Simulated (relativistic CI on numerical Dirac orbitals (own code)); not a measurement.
# One change at a time: Pb⁶⁸⁺

Base calculation: Dirac-Coulomb-Breit CI, KLI orbitals optimised for each configuration, a model potential for QED, unscaled Slater integrals.

Configuration list (outside the closed core [Ne]): 3s²3p², 3s²3p3d, 3s3p³, 3s²3d², 3p⁴, 3s3p²3d, 3p²3d², 3s3p3d², 3p³3d, 3s²3d4s, 3s²3d4p, 3s3p3d4s, 3s²3p4s, 3p³4s, 3s3p3d4p, 3p³4p, 3s²3p4p, 3p²3d4s, 3s²3p4d, 3s²3p4f, 3s3p²4s, 3p²3d4p, 3s3p²4p, 3s3p²4d, 3s3p²4f, 3s²4s², 3s²3p5s, 3s²3p5p, 3s²4s4p, 3s²3p5d, 3s²3p5f, 3s²3p5g, 3s²4p², 3s3p4s², 3s3p4s4p, 3s3p²5s. Levels of other configurations are missing.

The lowest level and the first level of each name with at least 55 % of one term (blank where a level has no safe partner in the second run):

```csv
Level,Base (eV),Shift (eV)
3s²3p² ³P0,0.00,0.00
3s²3p² ³P1,577.13,+1.50
3s²3p² ¹D2,587.58,+0.43
3s²3p3d ³F°2,827.80,+2.48
3s²3p² ³P2,1173.16,+1.44
3s²3p² ¹S0,1196.58,-0.70
3s3p³ ³D°3,1365.02,+3.03
3s3p³ ³P°0,1377.07,+2.49
3s²3p3d ³P°0,1457.01,-1.76
3s²3p3d ³F°4,1550.84,+2.56
3s3p²3d ⁵D0,1584.16,+5.70
3s²3p3d ³D°3,1587.56,-1.36
3s²3p3d ¹P°1,1600.05,-2.41
3s3p²3d ³G5,1741.39,+2.89
```

At this charge energies of transitions that change n are usually good to better than 1 %, and those within a shell (Δn = 0) to a few per cent.

(1) One thing was changed in a second run, which moved the levels as shown. Which?
A. one mean potential for all configurations
B. valence Slater integrals scaled by 0.9
C. configuration mixing switched off
D. QED terms removed
E. Breit term removed

Answers

(1) B. Valence Slater integrals scaled by 0.9. Scaling acts on the splittings between terms and on the mixing, and leaves the fine structure of pure LS terms nearly alone; in jj coupling it moves the levels of one term differently.

LS names give the leading component of a level, which can be under half, so a name can repeat, a term be missing and a line seem to break the LS rules.
